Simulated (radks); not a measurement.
All-electron atom: Ru4+ in [Kr] 4d4. Method: non-relativistic Kohn-Sham, SOGGA, spin-polarised, spherical densities, point nucleus; open shells are filled with parallel spins first (spin-orbit coupling, left out, can overturn this in heavy ions); relativity is left out, which matters for an element this heavy; computed with a radial shooting solver on a logarithmic mesh with Libxc functionals.

Normalised radial functions P(r) = r R(r), r in bohr:

r           4p up
0.004009   0.0057
0.005305   0.0098
0.007019   0.0164
0.009287   0.0274
0.01229    0.0448
0.01613    0.0709
0.02134    0.1105
0.02824    0.1656
0.03736    0.2353
0.04943    0.3105
0.06541    0.3678
0.08654    0.3665
0.1145     0.2580
0.1515     0.0178
0.1989    -0.2948
0.2631    -0.5485
0.3482    -0.5318
0.4606    -0.1443
0.6095     0.4706
0.8064     0.9724
1.067      1.0730
1.412      0.7883
1.868      0.3920
2.452      0.1302
3.244      0.0247
4.293      0.0023
5.68       0.0001
7.515      0.0000

4p up: eigenvalue -96.645 eV, 2 radial nodes at r = 0.154, 0.494 bohr, <r> = 1.11 bohr, 90 % of the charge inside 1.62 bohr.
